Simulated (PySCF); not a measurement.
Basis set benchmark on one molecule

Molecule: `InChI=1S/C3H12BP/c1-5(2,3)4/h1-4H3`.

Structure with atom numbers: `[BH3-:1][P+:2]([CH3:3])([CH3:4])[CH3:5]` (H(Xn): hydrogen on atom n).

Geometry PBE0-D3(BJ)/def2-SVP throughout; GIAO in PySCF, gas phase, one conformer, non-relativistic; equivalent atoms averaged; functional PBE0.

Reference values (measured; O. Kühl, Phosphorus-31 NMR Spectroscopy, Springer 2008, chapter 6 (publisher's sample)): δ(P2) = -1.8 ppm vs 85 % H3PO4. Computed shifts are taken against H3PO4, calculated as an isolated molecule at each level.

Question: How do the basis sets pcSseg-0, cc-pVDZ, aug-cc-pVDZ, IGLO-III, cc-pVTZ perform against the reference? Times are CPU seconds on 1 thread of an Intel Xeon Platinum 8375C, shared host.

Answer: 
| basis set | functions | P2 | abs. error P | core-s |
| --- | --- | --- | --- | --- |
| pcSseg-0 | 73 | -134.7 | 132.9 | 6.5 |
| cc-pVDZ | 134 | -16.4 | 14.6 | 13 |
| aug-cc-pVDZ | 227 | -32.8 | 31.0 | 29 |
| IGLO-III | 304 | -11.6 | 9.8 | 43 |
| cc-pVTZ | 322 | -29.4 | 27.6 | 48 |

For $^{31}$P the closest is IGLO-III (9.8 ppm) and the furthest pcSseg-0 (132.9 ppm). Where a smaller basis beats a larger one, errors probably cancel. One molecule is a small sample, and vibrational and solvent effects are absent from the calculation.

A small basis that lands close on one nucleus may do so by chance; judge by the trend and by all nuclei.
